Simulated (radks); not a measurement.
Spherical quantum dot in the effective-mass picture: electrons in a hard-walled sphere of radius 8.45, with a point charge +1 (a donor) at the centre, all in effective atomic units (hartree* = m*/eps^2 hartree, bohr* = eps/m* bohr), one dielectric constant everywhere. Method: non-relativistic Kohn-Sham, PBE, spin-polarised, spherical densities; computed with a radial shooting solver with Libxc functionals. Levels are named by radial order and angular momentum (1s, 1p, 1d, 2s, ...), and open shells are averaged over m.

N = 10, configuration 1s2 1p6 1d(up 1, down 0) 2s(up 1, down 0). This is the lowest configuration that the search found. Occupied levels:

| level | occupation | eigenvalue (hartree*) | <r> (bohr*) |
|---|---|---|---|
| 1s up | 1 | 1.2994 | 3.385 |
| 1s down | 1 | 1.3354 | 5.489 |
| 1p up | 3 | 1.3669 | 5.906 |
| 2s up | 1 | 1.3712 | 4.142 |
| 1p down | 3 | 1.3755 | 5.876 |
| 1d up | 1 | 1.4303 | 6.095 |

Energy (hartree*): total 5.95059, kinetic 2.1057, external -2.6111, Hartree 8.2336, exchange-correlation -1.7776.
